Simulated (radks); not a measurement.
The numbers below are computed, except where a source is named.
Species: O4+. Configuration: [He] 2s2 (the NIST ground configuration). Level of theory: Dirac Kohn-Sham, PBE, spin-unpolarised, spherical densities, finite nucleus; Fermi nuclear charge, rms radius 2.6991 fm (a radial shooting solver on a logarithmic mesh with Libxc functionals).

Normalised radial functions P(r) = r R(r) (large component), r in bohr:

```
   r/bohr * 1s1/2, o 2s1/2 (the largest magnitude, 2.01, reaches the edge; | marks zero, & curves that meet)
  0.01385                             | o    *
  0.01679                             | o      *
   0.0205                             |  o      *
  0.02504                             |  o        *
  0.03059                             |   o         *
  0.03706                             |    o          *
  0.04527                             |    o            *
  0.05529                             |     o              *
    0.067                             |     o                *
  0.08183                             |      o                 *
  0.09995                             |      o                  *
   0.1211                             |      o                   *
   0.1479                             |     o                    *
   0.1807                             |    o                   *
   0.2207                             |  o                   *
   0.2674                             o                   *
   0.3266                          o  |              *
   0.3989                      o      |          *
   0.4833                   o         |      *
   0.5903                o            |   *
    0.721              o              | *
   0.8736               o             |*
    1.067                o            *
    1.303                    o        *
    1.592                       o     *
    1.929                          o  *
    2.356                            o*
    2.877                             &
```

1s1/2: eigenvalue -620.46 eV, 0 radial nodes, <r> = 0.199 bohr, 90 % of the charge inside 0.355 bohr. 2s1/2: eigenvalue -102.72 eV, 1 radial node at r = 0.272 bohr, <r> = 0.931 bohr, 90 % of the charge inside 1.43 bohr.
